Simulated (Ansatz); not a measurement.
Ansatz (a program for electronic structure) input (B3LYP/cc-pVDZ):

Ansatz 0.2 input:
```yaml
crystal:
  periodic: [false, false, false]
  atoms:
    - {symbol: C, position_ang: [-0.57153523, 0.14375636, 0.12078110]}
    - {symbol: N, position_ang: [0.73489764, -0.28738991, -0.23340796]}
    - {symbol: H, position_ang: [-0.87698954, 0.12027364, 1.22000294]}
    - {symbol: H, position_ang: [-1.32437512, -0.51032725, -0.36254457]}
    - {symbol: H, position_ang: [-0.90475479, 1.19114357, -0.18595523]}
    - {symbol: H, position_ang: [1.39104735, 0.34810127, 0.23766597]}
basis:
  gaussian:
    orbitals: cc-pVDZ
hamiltonian:
  xc: {name: B3LYP}
total_charge: -1
output: {forces: true}
```

### Question
Predict the final energy.

### Answer
-95.17197 Eh.
